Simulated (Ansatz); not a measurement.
One change: `O[SiH2]B(F)Cl` becomes `NB(F)Cl`.

Ansatz, PBE0-D4/def2-TZVP geometries, multiplicity 1. Each molecule was computed in one conformer, which needn't be the lowest.

```json
{"property": "HOMO energy (B3LYP/def2-TZVPP) / eV", "`O[SiH2]B(F)Cl`": "-8.24"}
{"property": "LUMO energy (PBE0/def2-TZVPP) / eV", "`O[SiH2]B(F)Cl`": "-1.74"}
{"property": "size of the dipole moment (PBE/def2-TZVPP) / D", "`O[SiH2]B(F)Cl`": "0.75"}
{"property": "LUMO energy (PBE/def2-TZVPP) / eV", "`O[SiH2]B(F)Cl`": "-2.67"}
{"property": "HOMO energy (PBE0/def2-TZVPP) / eV", "`O[SiH2]B(F)Cl`": "-8.44"}
{"property": "HOMO–LUMO gap (PBE0/def2-TZVPP) / eV", "`O[SiH2]B(F)Cl`": "6.70"}
```

(1) Give the same properties after the change, and the shifts. (An estimate is asked.)

Answers

(1) Computed: 
```
                                      property  `NB(F)Cl`  shift
           HOMO energy (B3LYP/def2-TZVPP) / eV      -8.31  -0.07
            LUMO energy (PBE0/def2-TZVPP) / eV       0.70   2.44
size of the dipole moment (PBE/def2-TZVPP) / D       2.77   2.02
             LUMO energy (PBE/def2-TZVPP) / eV      -0.10   2.57
            HOMO energy (PBE0/def2-TZVPP) / eV      -8.57  -0.13
          HOMO–LUMO gap (PBE0/def2-TZVPP) / eV       9.27   2.57
```

With PBE0 the HOMO falls by 0.13 eV and the LUMO rises by 2.44 eV, so the gap widens by about 2.57 eV. PBE moves the HOMO by -0.07 eV and ωB97M-V by -0.29 eV. The zero-point energy changes by -9.5 kJ/mol with -6 modes. Dipoles are sizes alone; their direction can turn.

B3LYP here is the variant with VWN-RPA as its local correlation; programs differ in this.
